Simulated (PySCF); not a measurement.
hydrogen bromide (BrH), SMILES Br. Atoms are numbered in the order given.

```xyz
2

Br     0.0000     0.0000    -0.0395
H      0.0000     0.0000     1.3811
```

Coordinates come from a PBE0-D3(BJ)/def2-TZVPD optimisation.

Level of theory: TDDFT-ωB97X/def2-TZVPD in PySCF.

Vertical excitations; the highest root listed may be one member of a degenerate set.  State labels are in the subgroup C2v.

Question: Estimate the UV-visible absorptions. (The exact figures need the calculation; the answer reports its results.)

Answer: 
```
state  symmetry  energy (eV)  λ (nm)      f                                   main pairs
-----  --------  -----------  ------  -----  -------------------------------------------
S1           B2         6.83     182  0.014                   HOMO→LUMO (degenerate set)
S2           B1         6.83     182  0.014                 HOMO−1→LUMO (degenerate set)
S3           B2         8.88     140  0.194                 HOMO→LUMO+4 (degenerate set)
S4           B1         8.88     140  0.194               HOMO−1→LUMO+4 (degenerate set)
S5           B1         9.29     133  0.008               HOMO−1→LUMO+1 (degenerate set)
S6           B2         9.29     133  0.008                 HOMO→LUMO+1 (degenerate set)
S7           A2         9.43     132  0.000  HOMO−1→LUMO+3, HOMO→LUMO+2 (degenerate set)
S8           A1         9.43     132  0.000  HOMO−1→LUMO+2, HOMO→LUMO+3 (degenerate set)
S9           A2         9.56     130  0.000         HOMO→LUMO+2 49 %, HOMO−1→LUMO+3 49 %
S10          A1         9.66     128  0.002         HOMO→LUMO+3 47 %, HOMO−1→LUMO+2 47 %
T1           B2         6.25     198      0      HOMO→LUMO, HOMO→LUMO+4 (degenerate set)
T2           B1         6.25     198      0  HOMO−1→LUMO, HOMO−1→LUMO+4 (degenerate set)
T3           B2         8.75     142      0      HOMO→LUMO+4, HOMO→LUMO (degenerate set)
T4           B1         8.75     142      0  HOMO−1→LUMO+4, HOMO−1→LUMO (degenerate set)
```
Triplets are in the Tamm–Dancoff approximation, which puts them higher than full response would, so one can lie above its singlet here.
